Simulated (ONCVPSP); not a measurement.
# Reading a pseudo-wave (Si)

Columns: radius, all-electron u(r) and pseudo u(r) of the 2s shell (level -139.23 eV) of silicon in the configuration [He] 2s2 2p6 3s2 3p2; Wu-Cohen, scalar-relativistic, ONCV scheme, ONCVPSP 4.0.1.

```tsv
r (bohr)	all-electron	pseudo
0.050	-0.6300	0.2114
0.100	-0.4521	0.4189
0.150	-0.0211	0.6179
0.200	0.4273	0.8029
0.250	0.8016	0.9675
0.300	1.0746	1.1049
0.350	1.2517	1.2101
0.400	1.3462	1.2787
0.450	1.3773	1.3108
0.500	1.3605	1.3075
0.550	1.3107	1.2741
0.600	1.2391	1.2167
0.650	1.1542	1.1419
0.700	1.0627	1.0566
0.750	0.9691	0.9664
0.800	0.8768	0.8758
0.850	0.7881	0.7877
0.900	0.7044	0.7043
0.950	0.6266	0.6265
1.000	0.5552	0.5551
1.050	0.4902	0.4901
1.100	0.4314	0.4314
1.150	0.3788	0.3787
1.200	0.3319	0.3318
1.250	0.2901	0.2901
1.300	0.2533	0.2532
```

Q: How many radial nodes do the two functions have?

A: The all-electron 2s function has n − l − 1 = 1; the pseudo-wave has 0, since the states of the same l below it are removed with the core.

Q: At about which radius was the pseudo-wave matched?

A: 1.00 bohr. The columns agree to 0.0005 from 0.85 bohr on; several derivatives are matched, so the curves merge somewhat inside the radius.

Q: Is the pseudo-wave norm-conserving?

A: Yes: the ONCV scheme keeps the norm inside the radius equal to the all-electron one, which fixes the energy derivative of the logarithmic derivative at the level.
